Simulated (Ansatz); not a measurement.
C₆H₆N, SMILES Nc1[c]cccc1, multiplicity 2.

The structure is a stationary point at r2SCAN-D4/def2-SVP. The isomer is the one that the SMILES or the coordinates give; other isomers of the formula were not compared. The values are those of a single conformer.

Two levels are set side by side: PBE/def2-SVPD (Ansatz, a first-principles code) and ωB97X-V/def2-SVPD (Ansatz). Energy differences of separate SCF runs at the same geometry; the states with an electron removed or added have multiplicity 3 and 1. Differences are taken from unrounded values.

```tsv
quantity	ωB97X-V	PBE	PBE minus ωB97X-V
vertical ionisation energy (eV)	7.96	7.84	-0.12
vertical electron affinity (eV)	0.70	0.71	0.01
```

On these quantities the two levels nearly agree.
